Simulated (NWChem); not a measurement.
C₃H₃BFN; SMILES FB1C=CC=N1

```xyz
9

F      0.0393    -2.0680     0.0000
B      0.0109    -0.7499     0.0000
C      1.2548     0.2403     0.0000
C      0.6667     1.4463     0.0000
C     -0.8436     1.2427     0.0000
N     -1.2570     0.0285     0.0000
H      2.3246     0.0654     0.0000
H      1.1332     2.4285     0.0000
H     -1.5336     2.0927     0.0000
```
Atoms are numbered in this order, from 1.

Computed with NWChem. Medium grid unless said otherwise, to which SCAN and Minnesota functionals are sensitive. Coordinates come from a B3LYP/6-31G* (spherical d) optimisation. Total energies of different functionals are on different scales.

```csv
level,energy (Ha),highest occupied level (eV),orbital gap (eV),dipole (D)
B3LYP/def2-SVP,-295.3788,-7.31,4.20,2.98
PBE/def2-SVP,-295.0289,-6.02,2.13,2.75
MN15/def2-SVP,-295.0389,-8.41,6.10,2.98
LC-BLYP (range parameter 0.33 per bohr)/def2-SVP,-294.6977,-9.86,9.10,2.96
KT2/def2-SVP,-300.1164,-6.20,2.36,2.80
BHandHLYP/def2-SVP,-295.2244,-8.76,6.92,3.28
MPW1K/def2-SVP,-295.2808,-8.69,6.37,3.25
B97-D/def2-SVP,-295.1838,-6.03,2.29,2.83
BP86/def2-SVP,-295.3669,-6.12,2.16,2.78
```
